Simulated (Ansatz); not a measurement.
Stepwise reaction of `[O]=[W]([OH])([OH])([F])[Cl]` with hydrogen fluoride, as a gas-phase model of exchange steps in deposition or etching. ΔE in kJ/mol; ΔG adds harmonic PBE0-D4 terms to CCSD(T)/CBS, at 1 bar.

Computed with Ansatz on PBE0-D4/def2-TZVP structures; ΔE is electronic, products minus reactants. CBS: MP2 limit from def2 TZ/QZ plus the TZ coupled-cluster correction, frozen cores. This one scheme is used for every species. DFT in def2-TZVPP. B3LYP here is the variant with VWN-RPA as its local correlation; programs differ in this. Elements past krypton have def2 core potentials. For W outer-core shells are correlated without core-valence functions, which leaves a few kJ/mol of doubt a bond. Each species was taken in one conformer, which may not be the lowest.

| step | reaction | PBE-D4 | B3LYP-D4 | ωB97M-V | CCSD(T)/CBS | ΔG(600 K) |
| --- | --- | --- | --- | --- | --- | --- |
| 1 | `[O]=[W]([OH])([OH])([F])[Cl]` + H–F → `[O]=[W]([OH])([F])([F])[Cl]` + H₂O | -29.8 | -28.8 | -30.5 | -22.8 | -29.9 |
| 2 | `[O]=[W]([OH])([F])([F])[Cl]` + H–F → `[O]=[W]([F])([F])([F])[Cl]` + H₂O | -32.3 | -30.2 | -30.5 | -24.4 | -16.5 |

**Question.** By hand: ΔE of the 2 steps together at CCSD(T)/CBS.

**Answer.** (-22.8) + (-24.4) = -47.2 kJ/mol, or -23.6 kJ/mol a step.

In ΔE the steps differ by no more than 1.6 kJ/mol. All are downhill at CCSD(T)/CBS. ΔG lies between -29.9 and -16.5 kJ/mol a step. PBE-D4 differs from CCSD(T)/CBS by -7.9 to -7.0 kJ/mol a step. Only this route is followed, and other bonds may react first. Isolated molecules leave out the surface, adducts and barriers. Largest T1 diagnostic: 0.021.
